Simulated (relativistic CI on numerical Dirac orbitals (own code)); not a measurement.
**Dy¹³⁺: q coefficients and field-shift factors**

Calculated at this level of theory: Dirac-Coulomb-Breit CI, separate exchange-only KLI orbitals for each configuration, derivatives by finite differences, unscaled Slater integrals, QED left out (own radial code, finite nucleus).

CI space (outside the closed core [Kr] 4d10): 4f6.5s, 4f7. The list is cut by size and lacks configurations that can hold low levels.

With x = (α/α₀)² − 1 an excitation energy changes as ω = ω₀ + qx; K = 2q/ω₀ is the relative enhancement. Terms are leading LS components, so labels can repeat. The field-shift factor is F = δν/δ⟨r²⟩ for the transition from the lowest level.

Lowest level 4f6.5s 8F_1/2.

```tsv
Level	ω₀ (cm⁻¹)	q (cm⁻¹)	F (GHz/fm²)
4f6.5s 8F_3/2	786.1	1113	0.0596
4f6.5s 8F_5/2	1955.7	2574	0.137
4f6.5s 8F_7/2	3388.3	4132	0.216
4f6.5s 8F_9/2	4989.7	5644	0.291
4f6.5s 8F_11/2	6690.4	7030	0.355
4f6.5s 8F_13/2	8437.5	8236	0.407
4f6.5s 6F_1/2	31217.6	2284	-6.26
4f6.5s 6F_3/2	32428.1	5318	-6.75
4f6.5s 6D_1/2	33332.8	-608.1	-2.38
4f6.5s 6F_5/2	34199.2	8347	-7.11
4f6.5s 6F_7/2	36156.3	10700	-7.25
4f6.5s 6D_3/2	36347.6	1943	-1.65
4f6.5s 6F_9/2	38131.8	12370	-7.24
4f6.5s 6F_11/2	40041.7	13380	-7.16
4f6.5s 6D_5/2	40272.3	4860	-1
4f6.5s 6L_11/2	43769.6	1326	-0.704
4f6.5s 6D_7/2	44874.7	7998	-0.558
4f6.5s 6L_13/2	44924.4	2710	-0.618
4f6.5s 6L_15/2	46134.0	4282	-0.523
4f6.5s 6L_17/2	47256.2	5546	-0.448
4f6.5s 6G_3/2	47823.4	3559	-0.594
4f6.5s 6G_5/2	47954.1	3769	-0.597
4f6.5s 6G_13/2	48019.8	2748	-0.598
```

At this charge energies of transitions that change n are usually good to better than 1 %, and those within a shell (Δn = 0) to a few per cent. Terms inside the open d or f shell come out 10 to 20 % too wide with unscaled integrals. Levels and lines within the n = 5 or 6 shells can be off by up to 10 % or somewhat more, and those that change n by about 2 %, since core polarisation is missing.

(1) Which transition from the lowest level has the largest |K|?

Results:

(1) 4f6.5s 8F_3/2 at 786.1 cm⁻¹, K = 2.83.
